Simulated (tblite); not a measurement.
C6H11FS2Si.
Geometry (GFN2-xTB, Å), atoms numbered from 1 in this order:
```
atom  x, y, z in Å
C1     3.0857    1.2635   -0.2625
C2     2.4607    0.2585    0.3216
C3     1.4351   -0.6034   -0.3454
C4     0.0640   -0.4786    0.3384
Si5   -1.1766   -1.7654   -0.3381
S6    -3.0479   -1.4595    0.6712
C7    -3.1750    0.3476    0.4638
S8    -1.8756    1.3259    1.2622
C9    -0.4645    0.9351    0.1622
F10   -0.8426    1.1384   -1.1435
H11    2.8995    1.5238   -1.2920
H12    3.8142    1.8625    0.2566
H13    2.6599    0.0175    1.3583
H14    1.3424   -0.3299   -1.3978
H15    1.7533   -1.6478   -0.2932
H16    0.1969   -0.6279    1.4153
H17   -1.3684   -1.5750   -1.7722
H18   -0.7697   -3.1024    0.0580
H19   -3.1887    0.5909   -0.5958
H20   -4.1059    0.6517    0.9349
H21    0.2947    1.6914    0.3944
```

Level: GFN2-xTB in tblite, geometry and Hessian alike; calculated harmonic values, unscaled, isolated species. The method is semi-empirical: single wavenumbers can be off by several per cent or more. Modes of hydrogen on silicon can be 10 to 20 % off. One conformer, not necessarily the lowest.

Harmonic wavenumbers (cm⁻¹): 47.3, 58.7, 85.3, 91.4, 159.3, 183.3, 192.7, 207.2, 273.6, 299.7, 336.2, 401.8, 437.6, 458.7, 511.5, 564.5, 592.8, 629.6, 656.0, 682.5, 707.5, 711.9, 739.2, 788.2, 815.7, 896.5, 911.9, 936.7, 958.2, 1023.8, 1051.2, 1069.4, 1095.4, 1105.6, 1166.0, 1178.8, 1197.5, 1213.8, 1260.8, 1284.6, 1292.0, 1323.9, 1390.6, 1414.1, 1474.7, 1717.2, 2304.2, 2366.5, 2924.3, 2932.9, 2958.3, 2993.0, 2993.7, 3030.8, 3052.5, 3099.3, 3128.3.

A = 1416, B = 590.6, C = 480.5 MHz; mass 194.006 u (most abundant isotopes); point group C1, symmetry number 1.

Problem. What is the zero-point energy?

Solution. Half the sum of the wavenumbers: 33689 cm⁻¹ = 96.32 kcal/mol.

Problem. Give the ideal-gas entropy at 400 K and 1 bar in the rigid-rotor, harmonic-oscillator model (classical rotation).

Solution. Translation 43.18, rotation 31.94, vibration 51.19: S = 126.3 cal/(mol K).

Problem. And Cp and H(400 K) − H(0)?

Solution. Cp = 59.17 cal/(mol K), of which vibrations give 51.22 (their classical limit is 57 R = 113.3); H(400 K) − H(0) = 13.78 kcal/mol without the zero-point energy, 10.60 from vibrations.

Problem. What must be added to the electronic energy to get the Gibbs energy at 400 K and 1 bar?

Solution. ZPE + [H(400 K) − H(0)] − T·S = 96.32 + 13.78 − 50.52 = 59.58 kcal/mol.

Problem. Which modes carry the vibrational entropy at 400 K?

Solution. 47.3 cm⁻¹: 5.51; 58.7 cm⁻¹: 5.08; 85.3 cm⁻¹: 4.34; 91.4 cm⁻¹: 4.21; 159.3 cm⁻¹: 3.12; 183.3 cm⁻¹: 2.85 cal/(mol K); the other 51 give 26.08 together.

Problem. Blend soft modes into free rotors: weight 1/[1 + (100 cm⁻¹/ν̃)⁴] for the oscillator and the rest for a rotor with moment μB/(μ + B), μ = h/(8π²ν), B = 10⁻⁴⁴ kg m². What vibrational entropy results?

Solution. 47.05 cal/(mol K) in place of 51.19, which changes −T·S at 400 K by +1.66 kcal/mol.

Hindered rotation and anharmonicity are outside this model. Other conformers, if any are populated, would add a mixing term that is left out. The structure is chiral; the term R ln 2 for an equal mix with its mirror image is left out.

Time: 2.3 s of wall time. Hardware: an Arm Neoverse N1 with one thread, shared host with 64 logical CPUs at a one-minute load of 57. The figure is for the frequency step alone.
